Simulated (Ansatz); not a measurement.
A nudged elastic band was laid between two geometries of CH6Ge + H3N (12 atoms, charge 0, multiplicity 1).

Computed with UHF/def2-SVP in Ansatz.

```json
{
 "movable images": "9",
 "climbing image": "yes",
 "spring": "5.0 eV/Å²",
 "optimiser": "quadratic models (default)",
 "start path": "through a guess of the saddle point",
 "force threshold": "0.05 eV/Å",
 "iteration limit": "60",
 "end points": "relaxed"
}
```

Image 0:

```xyz
12
Properties=species:S:1:pos:R:3
Ge -1.050 0.923 0.650
C -0.097 -0.551 1.525
H -1.885 0.394 -0.528
H -1.990 1.623 1.644
H -0.052 1.960 0.110
H 1.890 -0.863 -1.621
N 1.318 -0.501 -2.364
H 0.506 -0.179 2.355
H -0.803 -1.286 1.915
H 0.562 -1.050 0.815
H 1.182 0.480 -2.195
H 0.420 -0.949 -2.307
```

Image 10:

```xyz
12
Properties=species:S:1:pos:R:3
Ge -1.205 1.675 -1.074
C 1.034 -1.654 1.758
H -2.340 1.800 -2.099
H -1.811 1.235 0.275
H -0.496 3.021 -0.876
H 0.689 -1.172 0.846
N 0.030 0.503 -1.743
H 1.431 -0.903 2.439
H 0.200 -2.169 2.233
H 1.816 -2.374 1.517
H 0.927 0.462 -1.297
H -0.276 -0.423 -1.977
```

**Question.** Which bonds break or form, and what moves?

**Answer.** Bonds broken: Ge1–C2, H6–N7. Bonds formed: Ge1–N7, C2–H6. CH6Ge + H3N becomes CH4 + GeH5N.

**Question.** What energy profile does the band end with?

**Answer.** The run converged. The highest image is number 4 of 0 to 10, 3.11 eV above the first end and 3.35 eV above the last; the last end lies 0.24 eV below the first. Neighbouring images differ by up to 2.7 eV, so the band resolves the path poorly. A vibrational analysis at the climbing image gives one clearly imaginary mode, 681i cm⁻¹: a first-order saddle point. The orbitals were unrestricted but ended closed-shell.

```
image  path coordinate (Å)  energy (eV)  Ge1–C2 (Å)  H6–N7 (Å)  Ge1–N7 (Å)
    0                 0.00         0.00        1.96       1.00        4.09
    1                 1.39         0.02        1.96       1.00        4.21
    2                 2.78         0.12        1.97       1.00        3.75
    3                 4.17         1.35        2.07       1.00        2.51
    4                 5.57         3.11        2.71       1.09        1.98
    5                 6.46         0.40        3.10       1.91        1.85
    6                 7.36        -0.13        3.62       2.61        1.83
    7                 8.25        -0.21        4.06       3.01        1.83
    8                 9.14        -0.23        4.42       3.18        1.83
    9                10.04        -0.24        4.59       3.17        1.83
   10                10.93        -0.24        4.91       3.15        1.83
```

**Question.** What is the geometry of the highest image?

**Answer.** 
```xyz
12
Properties=species:S:1:pos:R:3
Ge -0.790 1.005 -0.252
C 0.590 -0.718 1.324
H -1.485 1.739 -1.443
H -1.915 0.382 0.553
H 0.145 2.027 0.369
H 0.591 -0.695 -0.435
N 0.208 -0.289 -1.371
H 0.441 0.012 2.131
H 0.006 -1.608 1.607
H 1.650 -1.010 1.387
H 0.912 0.102 -1.979
H -0.355 -0.945 -1.891
```

Run time: 8.7 min on 2 threads of Intel(R) Xeon(R) CPU @ 2.80GHz (Skylake/Cascade Lake) (shared host), peak memory 0.32 GiB.
